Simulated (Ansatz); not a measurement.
The cluster Mg₂Zn⁻, relaxed as a doublet with UKS PBE0/def2-TZVPD in Ansatz, starting from packed atoms. Force threshold 0.02 eV/Å.

The highest occupied level of the charge -1 doublet lies above zero (up to 0.39 eV). It is a level of α spin, whose loss leaves a singlet; that state wasn't run at this geometry and level. The electron is either unbound and held by the finite basis, or the level is raised by self-interaction error. The relaxation made no stability test and no search for a lower SCF solution. The structure comes from a short search, and lower isomers may exist.

Start:

```xyz
3

Mg   -0.739    1.380    0.112
Mg    1.173   -0.628    1.200
Zn   -0.434   -0.752   -1.312
```

(1) Estimate the energy that the relaxation releases and the steps that it takes.

(2) Does the start keep its bonding and symmetry?

(3) Predict the relaxed structure.

Results:

(1) 2.5 kcal/mol, in 4 steps; 8 s on 4 threads of Arm Neoverse V2 on a shared host. No frequencies were taken in this run, so the end may be a saddle point.

(2) By distances, no bond broke or formed. The bond that changes most is Mg1–Zn3, from 2.58 to 2.87 Å (atoms count from 1). The end is the same structure that another start reached. Point group Cs at the start, C2v at the end, both within 0.05 Å.

(3) 
Cartesian coordinates in Å:
```
Mg -0.784 1.536 0.182
Mg 1.142 -0.661 1.126
Zn -0.358 -0.876 -1.307
```
Bond lengths (bridged metal pairs left out): 2 × Mg–Zn 2.87 Å; 1 × Mg–Mg 3.07 Å.
